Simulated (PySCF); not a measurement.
## Calculated properties of Ge(GeH3)H3 (`[GeH3][GeH3]`)

Compound: Ge(GeH3)H3.
Geometry (PBE0-D3(BJ)/def2-SVP, Å), atoms numbered from 1 in this order:
```
atom  x, y, z in Å
Ge1   -0.0015    0.0091   -1.2108
Ge2    0.0010   -0.0088    1.2109
H3     0.8333    1.1677    1.7536
H4     0.6084   -1.3231    1.7351
H5    -1.4363    0.1165    1.7490
H6     1.4420   -0.0130   -1.7464
H7    -0.7010    1.2760   -1.7370
H8    -0.7459   -1.2245   -1.7543
```

**PBE0-D3(BJ)/def2-SVP geometry optimisation, gas phase (PySCF)**

```yaml
Rotational_constants_A_B_C: 40.086, 2.093, 2.093 GHz
```

**CAM-B3LYP/def2-SVPD ground state and vertical TDDFT (core frozen in the response) (PySCF)**

```yaml
Dipole_moment: 0.00 D
HOMO_energy: -9.43 eV
LUMO_energy: 0.70 eV
HOMO–LUMO_gap: 10.13 eV
Lowest_singlet_excitation: 7.28 eV (170 nm, f = 0.000)
Strongest_line_among_the_15_lowest_singlet_transitions: S2 at 7.53 eV (165 nm, f = 0.699)
Lowest_triplet_excitation_Tamm–Dancoff: 6.47 eV
Static_isotropic_polarisability: 69.2 au
Electronic_spatial_extent_⟨r²⟩_about_the_centre_of_nuclear_charge: 535 bohr²
```

From B3LYP/pcSseg-1 (pcSseg-2 on Ge) ground state and GIAO shieldings, non-relativistic (PySCF):

```yaml
1H_chemical_shifts_computed_TMS_as_zero_by_class: 3.73 (H3/H4/H5/H6/H7/H8) ppm
Isotropic_shieldings_of_nuclei_other_than_C_and_H_by_class: 1621 (Ge1/Ge2) ppm
```

Monoisotopic mass (most abundant isotopes): 153.8893 u.

The polarisability is 10.25 Å³ as a volume (1 au = 0.148185 Å³), or 0.99 au for each of the 70 electrons. In wavenumbers S1 is 58700 cm⁻¹ (1 eV = 8065.54 cm⁻¹). No computed singlet falls in the visible range (750 to 380 nm, 1.65 to 3.26 eV); S1 lies 4.02 eV above its blue end. The rotational constants are those of a nearly prolate symmetric top. The principal polarisabilities are 61.9, 61.9 and 83.7 au; their mean is the isotropic value. With B = h/(8π²I), that is 505.379 GHz u Å² over I, the principal moments of inertia are 12.6, 241.5 and 241.5 u Å² (most abundant isotopes). The vertical singlet–triplet gap S1 − T1 is 0.81 eV (TDDFT singlet less Tamm–Dancoff triplet; S1: HOMO→LUMO+1, weight 0.98; T1: HOMO→LUMO, weight 0.88).

 Relativistic effects, spin–orbit coupling among them, are left out although an element past zinc is present. Atoms bound to Ge lack the heavy atom's spin–orbit term in their shielding, so their NMR values are less reliable.

For the TDDFT job (CAM-B3LYP/def2-SVPD), hardware: one thread of an x86-64 server, no GPU, on a shared host. Cost: 14 s of wall time.
